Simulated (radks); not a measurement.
The numbers below are computed, except where a source is named.
How relativity changes the ionisation of the europium ion Eu+ ([Xe] 4f7 6s1) to Eu2+ ([Xe] 4f7). Spin-unpolarised spherical Kohn-Sham, PBE, point nucleus unless stated (finite: rms radius 5.1115 fm), a radial shooting solver on a logarithmic mesh with Libxc functionals. A level marked "c x" has the speed of light scaled by that factor and shares open shells by 2j + 1; other Dirac levels either fill j = l - 1/2 first or share by 2j + 1.

level                               E(Eu+) (hartree)  E(Eu2+) (hartree)  IE (eV)   HOMO  <r> HOMO (bohr)
non-rel.                                 -10425.9294        -10425.5411   10.567     6s            4.084
scalar-rel.                              -10843.8421        -10843.4292   11.235     6s            3.859
scalar-rel., finite nucleus              -10843.0765        -10842.6636   11.234     6s            3.860
Dirac, 2j+1 shares                       -10851.9377        -10851.5249   11.235  6s1/2            3.861
Dirac, low j first                       -10852.0056        -10851.5931   11.226  4f7/2           0.9815
Dirac, 2j+1 shares, finite nucleus       -10851.1677        -10850.7549   11.234  6s1/2            3.861
Dirac, c x 1.5                           -10603.8523        -10603.4542   10.832  6s1/2            3.991
Dirac, c x 3                             -10468.9054        -10468.5148   10.630  6s1/2            4.062
Dirac, c x 100                           -10425.9677        -10425.5793   10.567  6s1/2            4.084

NIST Atomic Spectra Database: 11.24 eV (semi-empirical). The relativistic part of the total energy of Eu+ is -425.2 hartree (Dirac, 2j+1 shares, finite nucleus), 4.1 % of the non-relativistic value. Spin polarisation and multiplet splitting of open shells are left out at every level.

Beside tabulated values, note that relativity, absent from the non-relativistic runs, is large for the heavy elements, and spin-unpolarised runs miss the spin-polarisation part of the exchange energy of open shells.
